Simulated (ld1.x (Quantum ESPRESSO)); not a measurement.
Plane-wave convergence, TM potential for H

hydrogen, norm-conserving Troullier–Martins (Kleinman–Bylander form), made with ld1.x (Quantum ESPRESSO) 7.5 (PBEsol, scalar-relativistic). Core none, reference 1s0.5 (charge +0.5). Waves: 1s (bound): rc 1.30 bohr; 2p channel at 0.2 Ry: rc 1.40 bohr. Local part: all-electron potential smoothed inside 1.30 bohr (lloc = -1). Core correction: none.

The pseudo-atom Hamiltonian at the reference potential is diagonalised in spherical Bessel functions j_l(qr) that vanish at 20 bohr, with q² up to the cutoff. All-electron valence levels (Ry): 1s -0.9131.

Task: How do the lowest levels (Ry) of each channel move with the cutoff, and are there ghosts?

Result:

```json
{"cutoff (Ry)": "8", "s #1": "-0.8459", "p #1": "-0.1159", "d #1": "-0.0091", "f #1": "0.0428", "f #2": "0.1693", "Σ f·Δε (mRy)": "33.6"}
{"cutoff (Ry)": "12", "s #1": "-0.8790", "p #1": "-0.1162", "d #1": "-0.0091", "f #1": "0.0428", "f #2": "0.1693", "Σ f·Δε (mRy)": "17.1"}
{"cutoff (Ry)": "18", "s #1": "-0.9004", "p #1": "-0.1162", "d #1": "-0.0091", "f #1": "0.0428", "f #2": "0.1693", "Σ f·Δε (mRy)": "6.3"}
{"cutoff (Ry)": "25", "s #1": "-0.9083", "p #1": "-0.1163", "d #1": "-0.0091", "f #1": "0.0428", "f #2": "0.1693", "Σ f·Δε (mRy)": "2.4"}
{"cutoff (Ry)": "35", "s #1": "-0.9123", "p #1": "-0.1163", "d #1": "-0.0091", "f #1": "0.0428", "f #2": "0.1693", "Σ f·Δε (mRy)": "0.4"}
{"cutoff (Ry)": "45", "s #1": "-0.9129", "p #1": "-0.1163", "d #1": "-0.0091", "f #1": "0.0428", "f #2": "0.1693", "Σ f·Δε (mRy)": "0.1"}
{"cutoff (Ry)": "400", "s #1": "-0.9131", "p #1": "-0.1163", "d #1": "-0.0091", "f #1": "0.0428", "f #2": "0.1693", "Σ f·Δε (mRy)": "0.0"}
```

Result: no extra level below or beside the all-electron valence levels (s, p, d, f tested); 10 mRy is reached at 18 Ry and 1 mRy at 35 Ry.
